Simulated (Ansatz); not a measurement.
The same molecule with X = Ti, Zr, Hf. Ansatz, PBE0-D4/def2-TZVP geometries, multiplicity 1.

Elements past krypton have def2 core potentials. Scalar relativity is left out up to krypton.

```tsv
X	molecule	mean X–Br bond length / Å	mean X–F bond length / Å	HOMO–LUMO gap (B3LYP/def2-TZVPP) / eV	HOMO energy (PBE/def2-TZVPP) / eV	HOMO–LUMO gap (PBE0/def2-TZVPP) / eV
Ti	`[F][Ti]([F])([Br])[Br]`	2.325	1.733	4.93	-7.79	5.42
Hf	`[F][Hf]([F])([Br])[Br]`	2.486	1.883	6.72	-7.78	7.19
```

(1) Give the row for X = Zr, `[F][Zr]([F])([Br])[Br]`. (Estimate.)

## Answers

(1) The calculation gave: 
| X | molecule | mean X–Br bond length / Å | mean X–F bond length / Å | HOMO–LUMO gap (B3LYP/def2-TZVPP) / eV | HOMO energy (PBE/def2-TZVPP) / eV | HOMO–LUMO gap (PBE0/def2-TZVPP) / eV |
| --- | --- | --- | --- | --- | --- | --- |
| Zr | `[F][Zr]([F])([Br])[Br]` | 2.485 | 1.880 | 6.18 | -7.76 | 6.65 |

From Ti to Hf the mean X–Br bond length rises at each step, by 0.161 Å in all; the mean X–F bond length rises at each step, by 0.150 Å in all; the HOMO–LUMO gap (B3LYP/def2-TZVPP) rises at each step, by 1.79 eV in all; the HOMO energy (PBE/def2-TZVPP) hardly changes; the HOMO–LUMO gap (PBE0/def2-TZVPP) rises at each step, by 1.77 eV in all.

B3LYP here is the variant with VWN-RPA as its local correlation; programs differ in this.

Spin–orbit coupling is left out; it splits and shifts lone-pair levels of the heavy atoms by tenths of an eV.
